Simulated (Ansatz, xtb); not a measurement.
## H9NSi4: which of two isomers lies lower

Structure X: `N1[SiH2][SiH2][SiH2][SiH2]1`, a singlet. Structure Y: `[SiH3]N1[SiH2][SiH2][SiH2]1`, a singlet. Both are isolated molecules in the gas phase, relaxed with B3LYP/6-31G*; the shapes shown needn't be the lowest conformers.

X (Å):

```xyz
14

N     0.1072   -0.7606    1.8959
Si    1.5100    0.2923    1.9788
Si    1.3092    1.6544    0.0636
Si   -0.9770    1.3013   -0.3856
Si   -1.2655   -0.7162    0.8017
H     0.0872   -1.5095    2.5853
H     1.5237    1.1114    3.2290
H     2.7689   -0.5097    1.9996
H     1.6796    3.0763    0.3089
H     2.1547    1.1337   -1.0488
H    -1.3134    1.1884   -1.8325
H    -1.8076    2.3888    0.2066
H    -1.2860   -1.8915   -0.1215
H    -2.5475   -0.7709    1.5647
```

Y (Å):

```xyz
14

N    -0.7603    1.3893    0.7234
Si    0.1036    1.7709    2.1954
Si   -2.3225    2.0535    0.2053
Si   -2.1999    0.7714   -1.7683
Si   -0.2218    0.3057   -0.5748
H    -0.8697    2.0782    3.2787
H     1.0020    2.9502    2.0416
H     0.9418    0.6076    2.5944
H    -3.4194    1.7426    1.1677
H    -2.2992    3.5378    0.0448
H    -3.1803   -0.3375   -1.9234
H    -2.0671    1.5058   -3.0558
H    -0.0123   -1.0925   -0.0980
H     1.0603    0.7422   -1.2033
```

Task: Which of the two would you expect CCSD(T)/def2-SVP + ΔMP2/def2-TZVPP electronic energies to favour?

Result: Too close to call at this level: CCSD(T)/def2-SVP + ΔMP2/def2-TZVPP gives E(Y) − E(X) = −1.97 kcal/mol.

Level by level:

| level | geometry | E(Y) − E(X) (kcal/mol) | departure from the last row (kcal/mol) | job, with rough time for the two |
| --- | --- | --- | --- | --- |
| GFN2-xTB | GFN2-xTB | −14.94 | −12.97 | optimisation, 0.41 s |
| HF/STO-3G | GFN2-xTB | +17.63 | +19.60 | single point, 0.54 s |
| r2SCAN-D4/def2-SVP | GFN2-xTB | +1.98 | +3.95 | single point, 7.8 s |
| B3LYP/6-31G* | B3LYP/6-31G* | +0.03 | +2.01 | optimisation, 2 min |
| HF/def2-SVP | B3LYP/6-31G* | −2.94 | −0.97 | part of the CCSD(T) run |
| MP2/def2-SVP | B3LYP/6-31G* | −2.86 | −0.89 | part of the CCSD(T) run |
| CCSD(T)/def2-SVP | B3LYP/6-31G* | −1.58 | +0.40 | single point |
| CCSD(T)/def2-SVP + ΔMP2/def2-TZVPP | B3LYP/6-31G* | −1.97 |  | single point, 64 s |

As drawn, Y has 1 N–Si, 1 Si–H in place of 1 Si–Si, 1 N–H. Structure X has a 5-membered ring, Y a 4-membered ring.

HF/STO-3G, r2SCAN-D4/def2-SVP put the two in the other order. B3LYP/6-31G* finds them nearly level. The largest departure from CCSD(T)/def2-SVP + ΔMP2/def2-TZVPP is that of HF/STO-3G, 19.60 kcal/mol. The last row adds to CCSD(T) the change of the MP2 difference between the two basis sets, here −0.40 kcal/mol.

With harmonic frequencies from B3LYP/6-31G* (ideal gas, rigid rotor, one conformer each, 298.15 K, 1 atm): on the last row, ΔE + ΔZPE = −3.30 kcal/mol. A mode under 50 cm⁻¹ makes harmonic enthalpies and free energies unreliable, so none is given.

The correlated steps freeze 21 core orbitals. Run with Ansatz 0.2.0, xtb 6.7.1; the last row on 2 threads of Arm Neoverse V2 on a shared host.
